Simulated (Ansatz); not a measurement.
Compare A (`C[SiH]1[SiH2]O[SiH2]1`) with its isomer B (`[SiH3][SiH]1CO[SiH2]1`).

Gas-phase electronic energies from Ansatz, PBE0-D4/def2-TZVP geometries. CCSD(T)/CBS adds triple-zeta CCSD(T) − MP2 to the extrapolated MP2 energy (def2 sets, frozen cores). Functionals use def2-TZVPP.

Task: Which is lower in electronic energy at CCSD(T)/CBS, and by how much? (An estimate is asked.)

Result: Computed: A, by 213.4 kJ/mol.

Task: Give E(B) − E(A) in kJ/mol with B2PLYP, HF/def2-TZVPP, CCSD(T)/def2-TZVPP, r2SCAN-D4, CCSD/def2-TZVPP, PBE-D4, ωB97M-V. (Estimate.)

Result: Computed: B2PLYP 211.1, HF/def2-TZVPP 214.3, CCSD(T)/def2-TZVPP 209.3, r2SCAN-D4 212.3, CCSD/def2-TZVPP 210.6, PBE-D4 197.6, ωB97M-V 210.7. None reverses the order clearly.

Largest T1 diagnostic: 0.014.

From PBE to PBE0 (25 % exact exchange), in def2-TZVPP and without D4, E(B) − E(A) moves by +7.7 kJ/mol.
